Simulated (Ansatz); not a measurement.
Computed with Ansatz on PBE0-D4/def2-TZVP structures; ΔE is electronic, products minus reactants. CBS: MP2 limit from def2 TZ/QZ plus the TZ coupled-cluster correction, frozen cores. Double bonds are as drawn, so ΔE can hold a change between cis and trans. DFT in def2-TZVPP. B3LYP here is the variant with VWN-RPA as its local correlation; programs differ in this. def2 core potentials past Kr. For Te outer-core shells are correlated without core-valence functions, which leaves a few kJ/mol of doubt a bond. Each species was taken in one conformer, which may not be the lowest.

Reaction (formal exchange of groups at a Te–C bond): `C/C=N\C[TeH]` + `NC[SiH2]F` → `NC([TeH])[SiH2]F` + `C/C=N/C`

`C/C=N\C[TeH]`:

Cartesian coordinates in Å:
```
C -0.831 -0.918 -1.066
C -0.201 0.435 -1.145
N 0.216 1.146 -0.181
C 0.063 0.682 1.157
Te 1.712 -0.585 1.790
H -1.143 -1.266 -2.049
H -0.117 -1.638 -0.651
H -1.705 -0.918 -0.407
H -0.058 0.859 -2.141
H 0.070 1.523 1.846
H -0.825 0.067 1.345
H 2.820 0.613 1.503
```

`NC[SiH2]F`:

Z-matrix (Å, degrees):
```
C
Si 1 1.870
N 1 1.462 2 105.0
H 1 1.099 2 112.8 3 126.6
H 1 1.094 2 107.8 3 -115.9
F 2 1.606 1 110.6 3 -170.3
H 2 1.482 1 110.9 3 70.1
H 2 1.487 1 109.6 3 -51.9
H 3 1.011 1 111.1 2 73.7
H 3 1.011 1 111.9 2 -166.2
```

`NC([TeH])[SiH2]F`:

Cartesian coordinates in Å:
```
N -0.257 0.860 1.356
C -0.644 0.071 0.250
Te -0.966 1.128 -1.711
Si 0.536 -1.273 -0.290
F 0.960 -2.198 0.951
H 0.676 1.238 1.278
H -0.902 1.609 1.568
H -1.641 -0.349 0.404
H 0.588 1.707 -1.715
H -0.133 -2.136 -1.285
H 1.783 -0.656 -0.805
```

`C/C=N/C`:

Cartesian coordinates in Å:
```
C 0.127 1.006 1.554
C -0.216 0.108 0.419
N 0.521 -0.013 -0.595
C 0.098 -0.909 -1.638
H -0.663 1.747 1.708
H 0.207 0.434 2.484
H 1.070 1.517 1.362
H -1.160 -0.456 0.506
H 0.866 -1.672 -1.793
H -0.861 -1.407 -1.430
H 0.011 -0.355 -2.576
```

| level | ΔE (kJ/mol) | difference from CCSD(T)/CBS |
| --- | --- | --- |
| r2SCAN-D4 | -36.9 | -9.2 |
| ωB97X-V | -24.7 | 3.0 |
| ωB97M-V | -27.2 | 0.5 |
| PBE0 | -33.8 | -6.1 |
| B3LYP | -32.4 | -4.7 |
| HF/def2-TZVPP | -22.1 | 5.6 |
| CCSD(T)/def2-TZVPP | -26.9 | 0.8 |
| MP2/def2-QZVPP | -28.2 | -0.5 |
| SCS-MP2/def2-QZVPP | -26.4 | 1.3 |
| MP2/CBS(def2) | -28.7 | -1.0 |
| CCSD(T)/CBS | -27.7 | 0 |

Largest T1 diagnostic among the species: 0.012.

In def2-TZVPP, CCSD(T) changes the Hartree–Fock value by −4.8 kJ/mol (the triples alone add −2.3 kJ/mol) and MP2 by −5.8 kJ/mol. From PBE to PBE0 (25 % exact exchange), in def2-TZVPP and without D4, ΔE moves by +5.6 kJ/mol.
